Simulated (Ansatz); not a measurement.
Cost and result for the atomization energy of `Cl[SiH2][O][GeH2][Cl]` (9 atoms, 8 bonds).

Cartesian coordinates in Å:
```
Cl 2.397 -0.410 0.723
Si 0.536 0.062 1.459
O -0.401 0.655 0.270
Ge -0.706 0.213 -1.413
Cl -1.014 -1.909 -1.479
H -0.030 -1.180 2.027
H 0.702 1.118 2.478
H 0.525 0.542 -2.258
H -2.008 0.908 -1.806
```

Total charge 0; spin multiplicity 1. Correlated methods include outer-core shells of Ge, which these sets cover unevenly. Scalar relativity is left out up to krypton. All single points use the PBE0-D4/def2-TZVP geometry. It is one conformer, not always the lowest. Program: Ansatz. All runs use 4 threads of a server CPU on a shared host. Times are those of one run each, without the atoms' runs, and a repeat can differ threefold. Electronic energies, without spin–orbit coupling; frozen cores. CCSD(T)/CBS adds CCSD(T) − MP2 in def2-TZVPP to the MP2 limit, and its time is that of the two runs behind it. T1 = 0.011. With those shells the extrapolation isn't a true limit. B3LYP takes the VWN-RPA correlation (the form of Gaussian; ORCA's B3LYP/G).

CCSD(T)/CBS is a level of theory with its own doubt, some kJ/mol a heavy atom from the limit and from the frozen cores, so smaller differences don't rank the functionals.

```tsv
level	functions	wall time	atomization (kcal/mol)	difference from CCSD(T)/CBS	per bond
PBE-D4/def2-TZVPP (with forces)	261	3.1 s	683.7	-6.5	-0.8
PBE0-D4/def2-TZVPP	261	4.8 s	676.6	-13.6	-1.7
r2SCAN-D4/def2-TZVPP (with forces)	261	6.5 s	688.6	-1.6	-0.2
B3LYP-D4/def2-TZVPP (with forces)	261	7 s	677.2	-13.0	-1.6
B2PLYP/def2-TZVPP	261	7.5 s	673.6	-16.6	-2.1
ωB97X-V/def2-TZVPP	261	11 s	691.9	1.7	0.2
ωB97M-V/def2-TZVPP (with forces)	261	16 s	686.4	-3.8	-0.5
MP2/def2-QZVPP	476	26 s	696.4	6.2	0.8
CCSD(T)/def2-TZVPP	261	4.5 min	671.0	-19.2	-2.4
CCSD(T)/CBS(def2)	–	5 min	690.2	0.0	0.0
```

From PBE to PBE0 (25 % exact exchange), in def2-TZVPP and without D4, the atomization energy moves by −6.3 kcal/mol: exact exchange takes away binding that semilocal exchange gives to molecules. In def2-TZVPP, CCSD(T) changes the Hartree–Fock value by +166.4 kcal/mol (the triples alone add +10.7 kcal/mol) and MP2 by +180.2 kcal/mol; breaking electron pairs costs correlation energy, which Hartree–Fock lacks. The D4 term adds +10.7 kcal/mol with B3LYP and +5.7 kcal/mol with PBE0; it sums over pairs of atoms, weighted by their polarisabilities, and B3LYP, whose exchange is more repulsive, gets the larger term.
